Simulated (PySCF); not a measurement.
CH4O, charge +1, doublet, at a GFN2-xTB geometry (a state made from the parent by changing its charge; the spin is typed, not shown lowest); PySCF with CASCI(3,4)+NEVPT2/6-31G*.

The PySCF input:
```python
from pyscf import gto, scf, mcscf, mrpt
import numpy

mol = gto.M(
    atom='''
C    -0.08203668    0.60493218    0.11482401
O     0.06067739   -0.68366516   -0.17494028
H    -1.18198643    0.86214509    0.11391237
H     0.62482878   -1.22970011    0.41246267
H     0.43910736    0.99198948    0.99712096
H     0.12485126    1.21529375   -0.81291782
''',
    basis='6-31g*',
    charge=1,
    spin=1,
    verbose=4,
)

mf = scf.ROHF(mol)
mf.kernel()
mc = mcscf.CASCI(mf, 4, 3)
mc.fix_spin_(ss=0.75)
mc.kernel()
occ = numpy.linalg.eigvalsh(mc.fcisolver.make_rdm1(mc.ci, mc.ncas, mc.nelecas))[::-1]
ss = mc.fcisolver.spin_square(mc.ci, mc.ncas, mc.nelecas)[0]
print('natural occupations', occ.round(4), ' <S^2>', round(ss, 4))
e2 = mrpt.NEVPT(mc).kernel()
print('E(NEVPT2) = %.10f' % (mc.e_tot + e2))
```

Q: What does PySCF print? Leave out banner, timings and long lists.

A: 
```
PySCF version 2.14.0

[INPUT] verbose = 4
[INPUT] num. atoms = 6
[INPUT] num. electrons = 17
[INPUT] charge = 1
[INPUT] spin (= nelec alpha-beta = 2S) = 1
[INPUT] symmetry False subgroup None
[INPUT] Mole.unit = angstrom
[INPUT] Symbol           X                Y                Z      unit          X                Y                Z       unit  Magmom
[INPUT]  1 C     -0.082036680000   0.604932180000   0.114824010000 AA   -0.155026857369   1.143156144136   0.216985931424 Bohr   0.0
[INPUT]  2 O      0.060677390000  -0.683665160000  -0.174940280000 AA    0.114663649053  -1.291939913307  -0.330589217355 Bohr   0.0
[INPUT]  3 H     -1.181986430000   0.862145090000   0.113912370000 AA   -2.233630635652   1.629218099738   0.215263181500 Bohr   0.0
[INPUT]  4 H      0.624828780000  -1.229700110000   0.412462670000 AA    1.180755268946  -2.323796423248   0.779441482907 Bohr   0.0
[INPUT]  5 H      0.439107360000   0.991989480000   0.997120960000 AA    0.829792649681   1.874588435650   1.884285527463 Bohr   0.0
[INPUT]  6 H      0.124851260000   1.215293750000  -0.812917820000 AA    0.235934687707   2.296572348396  -1.536192041578 Bohr   0.0

nuclear repulsion = 41.3191666910559
number of shells = 20
number of NR pGTOs = 70
number of NR cGTOs = 36
basis = 6-31g*
ecp = {}

******** <class 'pyscf.scf.rohf.ROHF'> ********
method = ROHF
initial guess = minao
damping factor = 0
level_shift factor = 0
DIIS = <class 'pyscf.scf.diis.CDIIS'>
diis_start_cycle = 1
diis_space = 8
diis_damp = 0
SCF conv_tol = 1e-09
SCF conv_tol_grad = None
SCF max_cycles = 50
direct_scf = True
direct_scf_tol = 1e-13
num. doubly occ = 8  num. singly occ = 1
Set gradient conv threshold to 3.16228e-05
init E= -115.146022160501
  HOMO = -0.306204572472966  LUMO = 0.132122120112307  gap/eV = 11.92748
cycle= 1 E= -114.574888136629  delta_E= 0.571  |g|= 0.463  |ddm|= 1.34
  HOMO = -0.609520044012543  LUMO = -0.0645943250485135  gap/eV = 14.82818
cycle= 2 E= -114.63395747226  delta_E= -0.0591  |g|= 0.298  |ddm|= 0.421
  HOMO = -0.586058614245392  LUMO = -0.0558530748701878  gap/eV = 14.42763
cycle= 3 E= -114.652109913324  delta_E= -0.0182  |g|= 0.0553  |ddm|= 0.143
  HOMO = -0.553716671458747  LUMO = -0.0459059234896984  gap/eV = 13.81823
cycle= 4 E= -114.656734347913  delta_E= -0.00462  |g|= 0.0745  |ddm|= 0.0832
  HOMO = -0.560606781200808  LUMO = -0.0504694807789487  gap/eV = 13.88154
cycle= 5 E= -114.659728928108  delta_E= -0.00299  |g|= 0.0531  |ddm|= 0.0523
  HOMO = -0.569723337782181  LUMO = -0.0609937560038887  gap/eV = 13.84324
cycle= 6 E= -114.664304901489  delta_E= -0.00458  |g|= 0.0291  |ddm|= 0.129
  HOMO = -0.584456779292594  LUMO = -0.0650729495958  gap/eV = 14.13315
cycle= 7 E= -114.664782136689  delta_E= -0.000477  |g|= 0.00318  |ddm|= 0.0382
  HOMO = -0.583477189372999  LUMO = -0.0655991464921928  gap/eV = 14.09218
cycle= 8 E= -114.664795798592  delta_E= -1.37e-05  |g|= 0.000845  |ddm|= 0.0111
  HOMO = -0.583745459422115  LUMO = -0.065150588590333  gap/eV = 14.11169
cycle= 9 E= -114.66479516644  delta_E= 6.32e-07  |g|= 0.000855  |ddm|= 0.00551
  HOMO = -0.58371613352785  LUMO = -0.065373337309294  gap/eV = 14.10483
cycle= 10 E= -114.664797250145  delta_E= -2.08e-06  |g|= 0.000213  |ddm|= 0.00384
  HOMO = -0.583706707555895  LUMO = -0.0653325674569425  gap/eV = 14.10568
cycle= 11 E= -114.664797393997  delta_E= -1.44e-07  |g|= 1.77e-05  |ddm|= 0.000716
  HOMO = -0.58369987987911  LUMO = -0.0653256882478757  gap/eV = 14.10568
cycle= 12 E= -114.664797394961  delta_E= -9.63e-10  |g|= 4.87e-06  |ddm|= 8.27e-05
  HOMO = -0.583696779474985  LUMO = -0.0653253923530017  gap/eV = 14.10560
Extra cycle  E= -114.664797394999  delta_E= -3.85e-11  |g|= 7.13e-06  |ddm|= 9.62e-06
converged SCF energy = -114.664797394999

******** <class 'pyscf.mcscf.casci.CASCI'> ********
CAS (2e+1e, 4o), ncore = 7, nvir = 25
natorb = False
canonicalization = True
sorting_mo_energy = False
******** <class 'pyscf.fci.addons.SpinPenaltyFCISolver'> ********
max. cycles = 200
conv_tol = 1e-08
davidson only = True
linear dependence = 1e-12
level shift = 0.001
max iter space = 12
nroots = 1
pspace_size = 400
spin = None
Density matrix diagonal elements [1.99955267e+00 1.00000000e+00 9.37118725e-05 3.53617081e-04]
CASCI converged
CASCI E = -114.665082928478  E(CI) = -3.79440589144873  S^2 = 0.7500000
natural occupations [1.9996e+00 1.0000e+00 4.0000e-04 1.0000e-04]  <S^2> 0.75

******** <class 'pyscf.mrpt.nevpt2.NEVPT'> ********
NEVPT2 (2e+1e, 4o), ncore = 7, nvir = 25
root = 0
Natural occ [1.99955298e+00 1.00000000e+00 3.69226613e-04 7.77908277e-05]
Natural orbital (expansion on meta-Lowdin AOs) in CAS space
               #1        #2        #3        #4
0 C 1s           0.00019  -0.00000  -0.00022  -0.00021
0 C 2s           0.04173  -0.00000   0.41262   0.08025
0 C 3s           0.00309  -0.00000   0.09241   0.01655
0 C 2px          0.37980  -0.20122  -0.10282  -0.01929
0 C 2py          0.00580  -0.05438   0.27520  -0.19165
0 C 2pz          0.53773   0.14271  -0.04012  -0.10022
0 C 3px         -0.01260  -0.00779  -0.05370   0.00354
0 C 3py         -0.01605  -0.00210   0.16096  -0.08366
0 C 3pz         -0.02388   0.00552  -0.01439  -0.02688
0 C 3dxy         0.01436  -0.01918  -0.00005   0.01136
0 C 3dyz         0.02784   0.01773  -0.00110  -0.00043
0 C 3dz^2        0.01581  -0.00903   0.00508   0.01755
0 C 3dxz         0.02350  -0.00060   0.00746   0.00707
0 C 3dx2-y2     -0.00357   0.01721   0.00400   0.02255
1 O 1s           0.00030  -0.00000   0.00010  -0.00015
1 O 2s           0.12461  -0.00000   0.02798  -0.30478
1 O 3s           0.01648   0.00000   0.00250  -0.12885
1 O 2px         -0.21621   0.72611   0.01185  -0.16884
1 O 2py         -0.09382   0.19622  -0.00827   0.09092
1 O 2pz         -0.34061  -0.51497   0.01355  -0.20343
1 O 3px         -0.01136  -0.01341   0.01223  -0.05613
1 O 3py         -0.00362  -0.00362  -0.01609   0.03595
1 O 3pz         -0.01739   0.00951   0.01112  -0.06545
1 O 3dxy         0.00603   0.00808  -0.01671   0.01701
1 O 3dyz         0.00235   0.00150  -0.00246   0.01778
1 O 3dz^2       -0.00293  -0.02265  -0.01708  -0.00848
1 O 3dxz        -0.01408   0.01010   0.00123  -0.03024
1 O 3dx2-y2      0.00227   0.01042  -0.02499  -0.00487
2 H 1s          -0.23625   0.22671  -0.40177  -0.08990
2 H 2s           0.02895  -0.01059  -0.34454  -0.05965
3 H 1s          -0.13079  -0.00000  -0.02074   0.74070
3 H 2s           0.02396  -0.00000  -0.03768   0.39318
4 H 1s           0.49038  -0.00000  -0.28108   0.09859
4 H 2s          -0.05014   0.00000  -0.24531   0.05653
5 H 1s          -0.23625  -0.22671  -0.40177  -0.08990
5 H 2s           0.02895   0.01059  -0.34454  -0.05965
<CAS-nat-orb|mo-hf>  8      8        0.99999992
<CAS-nat-orb|mo-hf>  9      9        1.00000000
<CAS-nat-orb|mo-hf>  10     11       0.97240800
<CAS-nat-orb|mo-hf>  11     10       0.97240806
Sr    (-1)',   E = -0.00096288694356
Si    (+1)',   E = -0.00133430140768
Sijrs (0)  ,   E = -0.12285535216707
Sijr  (+1) ,   E = -0.04120169012087
Srsi  (-1) ,   E = -0.07559851774012
Srs   (-2) ,   E = -0.01271176052696
Sij   (+2) ,   E = -0.00426668858882
Sir   (0)' ,   E = -0.02824570043169
Nevpt2 Energy = -0.287176897926756
E(NEVPT2) = -114.9522598264
```
